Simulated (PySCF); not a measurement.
Spectra and structures to be paired. Method: TDDFT B3LYP/def2-SVPD, vertical, gas phase, core orbitals frozen in the response in PySCF. Geometries: GFN2-xTB; one conformer of each isolated species. Triplets are in the Tamm–Dancoff approximation.

A. `CCNC(C)C`
B. `ClC[C@@H](Cl)[C@@H]1C[SiH2]1`
C. `C=C(C#N)[Si](C)(C)Cl`

Lowest singlet levels (six at most, fewer where fewer were computed) with oscillator strengths:

1. 5.51 eV (f 0.003); 5.89 eV (f 0.095); 6.12 eV (f 0.148); 6.58 eV (f 0.002); 6.73 eV (f 0.005); 6.84 eV (f 0.004); T1 3.70 eV
2. 5.57 eV (f 0.006); 6.16 eV (f 0.004); 6.20 eV (f 0.015); 6.54 eV (f 0.020); 7.08 eV (f 0.015); 7.32 eV (f 0.023); T1 5.42 eV
3. 5.68 eV (f 0.136); 5.98 eV (f 0.030); 6.11 eV (f 0.052); 6.41 eV (f 0.003); 6.70 eV (f 0.010); 6.77 eV (f 0.002); T1 4.75 eV

**Question.** Which spectrum belongs to which structure?

**Answer.** 1 = C, 2 = A, 3 = B.
- A: S1 at 5.57 eV, HOMO→LUMO (98%); Löwdin shares by element: HOMO nitrogen 58%, carbon 23% or more (atoms not listed hold the other 18%); LUMO carbon 42% or more (atoms not listed hold the other 58%); HOMO -6.04 and LUMO 0.46 eV.
- B: S1 at 5.68 eV, HOMO→LUMO (85%), HOMO→LUMO+1 (12%); Löwdin shares by element: HOMO carbon 45% or more, silicon 26%, chlorine 7% or more (atoms not listed hold the other 22%); LUMO silicon 26%, chlorine 25% or more, carbon 13% or more, hydrogen 8% or more (atoms not listed hold the other 28%); HOMO -6.83 and LUMO -0.47 eV.
- C: S1 at 5.51 eV, HOMO-1→LUMO (94%); Löwdin shares by element: HOMO carbon 64% or more, nitrogen 19% (atoms not listed hold the other 17%); LUMO carbon 71% or more, nitrogen 13% (atoms not listed hold the other 16%); HOMO -8.12 and LUMO -2.00 eV.
A and B have S1 within 0.11 eV of each other; their strongest listed levels stand at 7.32 eV (f 0.023) and 5.68 eV (f 0.136).
A and C have S1 within 0.06 eV of each other; their strongest listed levels stand at 7.32 eV (f 0.023) and 6.12 eV (f 0.148).

Without π bonds the low states are Rydberg-like; a valence basis with one diffuse set may place them up to an eV too high.
